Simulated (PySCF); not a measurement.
## Where the electron goes

Compound: C₅H₁₁As.
Geometry (PBE0-D3(BJ)/def2-SVP, Å), atoms numbered from 1 in this order:
```xyz
17
C5H11As angstrom
C      3.0943   -0.3939    0.8037
C      1.8746    0.1319    0.9226
C      1.1464    0.8591   -0.1656
C     -0.1270    0.1552   -0.6367
As    -1.5078   -0.0517    0.7725
C     -2.9869   -0.5591   -0.4224
H      3.6634   -0.3101   -0.1286
H      3.5722   -0.9243    1.6316
H      1.3411    0.0192    1.8755
H      1.8244    0.9954   -1.0253
H      0.8856    1.8747    0.1856
H     -0.5731    0.6984   -1.4842
H      0.1146   -0.8621   -0.9863
H     -1.8571    1.4378    0.8181
H     -3.0584    0.0978   -1.3006
H     -3.9336   -0.5243    0.1354
H     -2.8260   -1.5938   -0.7583
```

The calculation used TDDFT wB97X-D/def2-SVPD, vertical, gas phase, core orbitals frozen in the response in PySCF 2.14.0, density-fitted response routines. The wB97X-D/def2-SVPD calculation is non-relativistic and has no spin–orbit coupling, an omission that weighs most on arsenic.

Kohn–Sham orbitals with the atoms that hold most of them (Löwdin shares over 4%, at most four atoms; ? is withheld):

| orbital | ε (eV) | atoms |
| --- | --- | --- |
| HOMO-3 | -11.11 | As5 31%, C6 25%, H14 22%, C4 7% |
| HOMO-2 | -10.46 | C4 24%, As5 24%, C6 14%, C3 12% |
| HOMO-1 | -9.33 | ? |
| HOMO | ? | As5 60%, C4 12%, C6 10%, H14 7% |
| LUMO | 1.84 | ? |
| LUMO+1 | 2.16 | As5 25%, C6 20%, H14 7%, H16 7% |
| LUMO+2 | 2.48 | C2 19%, C1 17%, As5 16%, C4 9% |

(1) Give the leading atoms of the LUMO.

(2) Which atoms hold the HOMO-1, and with what shares?

(3) What is the HOMO energy, and the HOMO–LUMO gap?

Answers

(1) C1 (bonded to C and 2 H) 18%; As5 (bonded to 2 C and H) 17%; C2 (bonded to 2 C and H) 16%; H14 (bonded to As) 8%. By element: carbon 34% or more, arsenic 17%, hydrogen 8% or more.

(2) C1 (bonded to C and 2 H) 39%; C2 (bonded to 2 C and H) 35%; C3 (bonded to 2 C and 2 H) 8%; C4 (bonded to As, C and 2 H) 4%.

(3) ε(HOMO) = -8.56 eV; the gap is 10.40 eV (0.3820 hartree).

**Question.** How does S1 compare with the orbital gap of 10.40 eV?

**Answer.** S1 is at 6.20 eV (f = 0.057), 4.20 eV below the gap, made of HOMO→LUMO (66%), HOMO→LUMO+1 (22%). Without the coupling terms of the response equations the lowest excitation would equal the gap.

Next come S2 at 6.42 eV (f 0.150), HOMO→LUMO+1 (57%), HOMO→LUMO+2 (18%), HOMO→LUMO (11%); S3 at 6.99 eV (f 0.137), HOMO→LUMO+3 (71%), HOMO→LUMO+5 (14%); S4 at 7.18 eV (f 0.021), HOMO→LUMO+2 (53%), HOMO→LUMO (16%), HOMO→LUMO+4 (11%); S5 at 7.37 eV (f 0.464), HOMO-1→LUMO (77%), HOMO-1→LUMO+1 (13%).

Löwdin shares depend on the basis, the more so with diffuse functions.

On one thread of an Arm Neoverse V1, no GPU, shared host, this took 2.5 min.

One conformer stands for the species.
